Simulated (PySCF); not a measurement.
Cost of excited-state runs on `CB(C)C(=C=CC#N)C#N`, C7H7BN2

Atom-mapped SMILES (the numbers label the heavy atoms): `[CH3:1][B:2]([CH3:3])[C:4](=[C:5]=[CH:6][C:7]#[N:8])[C:9]#[N:10]`; H(Xn) means a hydrogen on atom n.

PySCF with density fitting, on 1 thread of an Arm Neoverse V1, shared host. Command: `OMP_NUM_THREADS=1 python excited_run.py task.json out`

Task: How long does each of these runs take, and how much memory?
- first hyperpolarisability, CAM-B3LYP/aug-cc-pVDZ; usual settings
- circular dichroism and optical rotation, CAM-B3LYP/aug-cc-pVDZ; 12 states
- excited states, CAM-B3LYP/aug-cc-pVDZ; Tamm-Dancoff; spin-orbit couplings; 6 states; 5 triplets; quadratic response for 4 states
- excited states, CAM-B3LYP/aug-cc-pVDZ; two-photon moments; 8 states; quadratic response for 6 states; 0 triplets

Result: 
```csv
run,level,basis functions,wall time,peak memory (GiB)
first hyperpolarisability,CAM-B3LYP/aug-cc-pVDZ,293,82 s,1.3
circular dichroism and optical rotation,CAM-B3LYP/aug-cc-pVDZ,293,3.1 min,1.4
excited states,CAM-B3LYP/aug-cc-pVDZ,293,95 s,1.3
excited states,CAM-B3LYP/aug-cc-pVDZ,293,120 s,1.3
```
Times from a shared host are rough.
